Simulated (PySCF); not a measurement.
Compound: C5H7NO.
Structure used (GFN2-xTB), in Å, numbered top down from 1:
```
atom  x, y, z in Å
C1    -0.8293    1.2122   -0.3599
C2    -0.1634   -0.1178   -0.6510
C3    -0.6998   -1.3427    0.1036
O4     0.5759   -1.5912    0.6986
C5     1.1584   -0.4300    0.0946
C6     1.5842    0.5598    1.0595
N7     1.9091    1.3435    1.8254
H8    -0.9307    1.3692    0.7118
H9    -0.2402    2.0293   -0.7711
H10   -1.8185    1.2341   -0.8124
H11   -0.0764   -0.2748   -1.7273
H12   -1.0266   -2.1856   -0.5099
H13   -1.4586   -1.1175    0.8586
H14    2.0152   -0.6890   -0.5426
```

Vertical excitations from PySCF (density fitting, frozen core in the response, grid level 2 and gas phase unless stated; continuum runs use non-equilibrium linear response for the excitations) on a GFN2-xTB geometry. Reference run:

| settings | S1, eV (f) | S2, eV (f) | S3, eV (f) | S4, eV (f) | S5, eV (f) | S6, eV (f) | T1, eV (Tamm–Dancoff) | mean α (au) |
| --- | --- | --- | --- | --- | --- | --- | --- | --- |
| PBE0/def2-SVPD, full TDDFT, 6 singlets | 6.36 (0.005) | 7.15 (0.007) | 7.19 (0.004) | 7.62 (0.016) | 7.83 (0.005) | 8.03 (0.005) | 5.87 | 63.1 |

Task: What do these settings give: PBE0/pcSseg-1, IEF-PCM tetrahydrofuran, grid level 3, fitting basis def2-qzvpp-jkfit, full TDDFT, 12 singlets?

Result: 
```
                                                                                                     settings    S1, eV (f)    S2, eV (f)    S3, eV (f)    S4, eV (f)    S5, eV (f)    S6, eV (f)  T1, eV (Tamm–Dancoff)  mean α (au)
PBE0/pcSseg-1, IEF-PCM tetrahydrofuran, grid level 3, fitting basis def2-qzvpp-jkfit, full TDDFT, 12 singlets  6.24 (0.006)  7.21 (0.008)  7.25 (0.007)  7.54 (0.014)  8.10 (0.007)  8.15 (0.010)                   5.78         69.0
```

S1 moves by -0.12 eV; basis and environment change together, so the shift can't be laid on one. States are counted by energy in each run and needn't keep their character from row to row.

Task: Which orbital pairs make up S1 in each run, and how does it sit against the orbital gap?

Result: 
```json
{"settings": "PBE0/def2-SVPD, full TDDFT, 6 singlets", "S1 configurations (weight)": "H→L 0.97", "S1 (eV)": "6.36", "orbital gap (eV)": "7.92", "S1 − gap (eV)": "-1.56"}
{"settings": "PBE0/pcSseg-1, IEF-PCM tetrahydrofuran, grid level 3, fitting basis def2-qzvpp-jkfit, full TDDFT, 12 singlets", "S1 configurations (weight)": "H→L 0.98", "S1 (eV)": "6.24", "orbital gap (eV)": "7.81", "S1 − gap (eV)": "-1.57"}
```

The species at its GFN2-xTB geometry.
